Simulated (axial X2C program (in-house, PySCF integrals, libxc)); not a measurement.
**Density and ELF of SBr**

Computed with an in-house all-electron X2C program for linear molecules (integrals from PySCF). The Hamiltonian is the X2C one with the speed of light multiplied by 100, which is the non-relativistic limit. Basis: Br dyall-v3z [8s8p5d1f], S dyall-v3z [8s7p2d1f] (cores contracted in-house); Gaussian nuclei, density fitting, unrestricted open shells. Masses: Br 78.918 u, S 31.972 u.

PBE0, non-relativistic, state M_S = 1/2, Λ = 1 (beyond evenly filled blocks: π+α, π+β, π-α); Br at z = 0, S at z = 2.129 Å.

The maps cover the half plane through the axis: z from -2.4 to 4.5 Å along the bond, ρ from 0.15 to 2.25 Å away from it (steps of 0.3 Å, the bottom row nearest the axis).

log10 of the density in e/bohr³:

digits 0 to 9 span -4.89 to 1.45 evenly
```
001122222222222222221100
011223333333333333322110
012233444443344444332210
112334455544444554433211
123345555555555555443221
123445666665556666544321
123455677766666766554321
123456689866667986654321
```

Electron localisation function (collinear form, no current term, damped to 0 at low density):

digits 0 to 9 span 0.00 to 1.00 evenly
```
000000111000000111000000
000012344200002343210000
000124666520014666421000
000246788741136888642000
000257888863358898752000
001367865665467889863000
001367413136661017763100
001356172716734771753100
```

Axial spin density in 10⁻³ e/bohr³:

digits 0 to 9 span -2.76 to 2.76 evenly, values beyond are clipped
```
555555555544555555555555
555555555544555555555555
555555555544567776655555
555556677644579999755555
555557999843699999965555
555557999943799999965555
544445998932699999854445
544432259422485931034444
```

One determinant describes the state; a PBE0 search over occupations chose it and may have missed a lower one. The functionals have no current-density term, which raises determinants with orbital currents, atoms included.
